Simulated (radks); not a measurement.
The numbers below are computed, except where a source is named.
Ionisation of the boron ion B3+, [He], to B4+, 1s1, under several functionals. Scalar-relativistic Kohn-Sham, spin-polarised, spherical densities, finite nucleus; open shells are filled with parallel spins first; a radial shooting solver on a logarithmic mesh with Libxc functionals.

| functional | E(B3+) (hartree) | Exc (hartree) | IE (eV) | -e(HOMO) (eV) | <r> HOMO (bohr) | IE error (eV) |
|---|---|---|---|---|---|---|
| RPBE | -22.03819 | -2.94098 | 259.42 | 231.69 | 0.3261 | 0.0 |
| AM05 | -21.82076 | -2.70770 | 257.21 | 229.47 | 0.3277 | -2.2 |
| PW91 | -22.00663 | -2.90696 | 259.09 | 231.71 | 0.3263 | -0.3 |
| LDA (Slater exchange, VWN5 correlation) | -21.74997 | -2.63114 | 256.50 | 229.21 | 0.3285 | -2.9 |
| OLYP | -22.03242 | -2.93633 | 259.52 | 231.84 | 0.3261 | +0.1 |
| MS2 meta-GGA | -22.04702 | -2.95303 | 259.49 | 233.66 | 0.3253 | +0.1 |

NIST Atomic Spectra Database: 259.37 eV (theoretical). Closest: RPBE. The Delta-SCF values span 3.02 eV, the total energies 0.30 hartree. The highest occupied level is 1s.
